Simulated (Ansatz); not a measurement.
Reactions of `F[SiH](F)O[SiH3]`.

Gas-phase electronic energies from Ansatz, PBE0-D4/def2-TZVP geometries. CBS: MP2 limit from def2 TZ/QZ plus the TZ coupled-cluster correction, frozen cores. This one scheme is used for every species, atoms too. For atomizations the MP2-based limit and the directly extrapolated one differ by several kJ/mol either way, and by 10 to 25 for some Ge, Se and Sn compounds, so smaller differences from it don't rank the levels. DFT in def2-TZVPP. Open shells (•) are unrestricted, without spin–orbit coupling. Spin–orbit coupling would lower the free atoms: a little for F, O, Si. Elements past krypton have def2 core potentials. Bonds to Br, In are less sure, by a few kJ/mol each and by 10 to 20 or more in all where they break to atoms, as the def2 sets lack core-valence functions. Scalar relativity is left out up to krypton. Each species was taken in one conformer, which may not be the lowest.

| reaction | r2SCAN-D4 (kcal/mol) | CCSD/CBS(def2) (kcal/mol) | revPBE-D4 (kcal/mol) | LDA (SPW92) (kcal/mol) | CCSD(T)/CBS(def2) (kcal/mol) |
| --- | --- | --- | --- | --- | --- |
| `F[SiH](F)O[SiH3]` + HCl → `F[SiH](Cl)O[SiH3]` + H–F | 12.7 | 12.9 | 9.6 | 11.6 | 12.2 |
| `F[SiH](F)O[SiH3]` + `[CH3]`• → `F[SiH](F)O[SiH2]`• + CH₄ | -14.5 | -12.7 | -18.2 | -22.5 | -13.6 |
| `F[SiH](F)O[SiH3]` + SiH₄ → `F[SiH]([SiH3])O[SiH3]` + H–F | 42.1 | 42.8 | 35.5 | 37.8 | 41.8 |
| `F[SiH](F)O[SiH3]` + CH₃OH → `CO[SiH3]` + `O[SiH](F)F` | 3.4 | 4.5 | 2.8 | 1.8 | 4.1 |
| `F[SiH](F)O[SiH3]` + `[OH][InH][Br]` → `[SiH3][O][InH][Br]` + `O[SiH](F)F` | -1.0 | -1.0 | -0.5 | -1.3 | -1.2 |
| `F[SiH](F)O[SiH3]` + F• → `F[Si](F)O[SiH3]`• + H–F | -38.1 | -34.7 | -40.7 | -54.1 | -36.6 |
| `F[SiH](F)O[SiH3]` → F₂ + `[SiH]O[SiH3]` | 252.5 | 256.9 | 232.2 | 249.2 | 253.9 |
| `F[SiH](F)O[SiH3]` + H• → `F[Si](F)O[SiH3]`• + H₂ | -8.2 | -4.1 | -9.3 | -6.1 | -4.3 |
| `F[SiH](F)O[SiH3]` + `[SiH3][NH][AlH][Cl]` → `[SiH3][N]([SiH3])[AlH][Cl]` + `O[SiH](F)F` | 11.3 | 12.3 | 8.9 | 8.8 | 11.3 |
| `F[SiH](F)O[SiH3]` → 2 F• + 4 H• + O• + 2 Si• | 823.8 | 821.9 | 799.3 | 924.7 | 831.3 |

Largest T1 diagnostic: 0.014, for `[SiH]O[SiH3]`.
